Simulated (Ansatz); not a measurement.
The cluster La4, relaxed as a quintet with UKS PBE-D4/def2-SVP in Ansatz, starting from the PBE-D4/def2-SVP geometry of the neutral singlet. Force threshold 0.02 eV/Å.

In the def2 sets La takes a core potential; there is no spin–orbit coupling. The charge 0 quintet is spin-contaminated (final ⟨S²⟩ up to 6.40, 6.00 for a pure state). The structure comes from a short search, and lower isomers may exist.

Start:

| atom | x (Å) | y (Å) | z (Å) |
| --- | --- | --- | --- |
| La1 | -1.2162 | -1.5590 | -0.7426 |
| La2 | 0.9499 | 1.1422 | -1.5017 |
| La3 | 1.6766 | -0.6619 | 1.1004 |
| La4 | -1.4104 | 1.0787 | 1.1439 |

**Question.** Estimate the energy that the relaxation releases and the steps that it takes.

**Answer.** 0.16 eV, in 6 steps; 55 s on 4 threads of AMD EPYC 7R43 on a shared host. No frequencies were taken in this run, so the end may be a saddle point.

**Question.** Does the start keep its bonding and symmetry?

**Answer.** By distances, no bond broke or formed. The bond that changes most is La2–La4, from 3.55 to 3.81 Å (atoms count from 1). Point group D2d at the start, C2v at the end, both within 0.05 Å.

**Question.** Predict the relaxed structure.

**Answer.** 
```xyz
4

La   -1.151   -1.427   -0.871
La    0.955    0.976   -1.673
La    1.557   -0.534    1.187
La   -1.362    0.984    1.357
```
Bond lengths (bridged metal pairs left out): 6 × La–La 3.29 to 3.81 Å.
